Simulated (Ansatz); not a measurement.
GeNH$_{7}$, closed shell: at the start structure of a reaction step.

in.yaml

```yaml
crystal:
  periodic: [false, false, false]
  atoms:
    - {symbol: Ge, position_ang: [-1.185772, -0.998815, 0.081923]}
    - {symbol: H, position_ang: [-0.312149, -1.190393, 1.326441]}
    - {symbol: H, position_ang: [-0.394820, -1.309369, -1.193440]}
    - {symbol: H, position_ang: [-2.365098, -1.992654, 0.167219]}
    - {symbol: H, position_ang: [-1.763692, 0.419750, 0.033801]}
    - {symbol: H, position_ang: [2.147215, 0.676820, 0.261132]}
    - {symbol: N, position_ang: [1.290996, 1.087559, -0.090765]}
    - {symbol: H, position_ang: [1.112858, 1.921542, 0.455407]}
    - {symbol: H, position_ang: [1.470562, 1.385459, -1.041817]}
basis:
  gaussian: {orbitals: def2-TZVPP}
hamiltonian: {xc: {name: B2PLYP}}
```

Launched with

```bash
ansatz run in.yaml --threads 2 --pin off --events-out ev --progress --plain --max-ram 4352MiB
```

Output of Ansatz 0.2.0:

```
Functional definition: B2PLYP
  name "B2PLYP"
  cite "Grimme, J. Chem. Phys. 124, 034108 (2006) doi:10.1063/1.2148954"
  cite "Becke, Phys. Rev. A 38, 3098 (1988) doi:10.1103/PhysRevA.38.3098"
  cite "Lee, Yang & Parr, Phys. Rev. B 37, 785 (1988) doi:10.1103/PhysRevB.37.785"
  parameter a = 0.53
  parameter c = 0.27
  exchange = (1 - a)*b88_x + a*exact_x
  correlation = (1 - c)*lyp_c + c*(mp2_os + mp2_ss)
1031 factors; integrals over basis functions are off by at most 1.1e-3 eV
mean field evaluation 1: about -58102.9559 eV, gradient 4.6e1 eV
mean field evaluation 2: about -58102.9921 eV, gradient 4.6e1 eV
mean field evaluation 4: about -58106.7087 eV, gradient 1.8e0 eV
mean field evaluation 8: about -58106.7188 eV, gradient 1.4e-1 eV
mean field evaluation 16: about -58106.7188 eV, gradient 2.7e-6 eV
mean field -58106.71881903 eV, -2135.3825304506 hartree, gradient 2.7e-6 eV, S^2 0.000000; 0 other end points of the search recorded, 0 dependent functions left out
10 core orbitals not correlated: weight in the atoms' cores, before any rotation towards them, 1.000 or more for the frozen orbitals, at most 0.000 for the correlated occupied ones
reference -58106.71898157 eV, -2135.3825364239 hartree; 13, 13 occupied and 154, 154 virtual orbitals, 1031 factors
second order -16.95559984 eV of doubles, -0.00000000 eV of singles
Total energy: -58111.29699353 eV, -2135.5507752603 hartree
```

Hardware: 2 CPU threads of an Arm Neoverse V1, shared host. Wall time about 3.6 s.
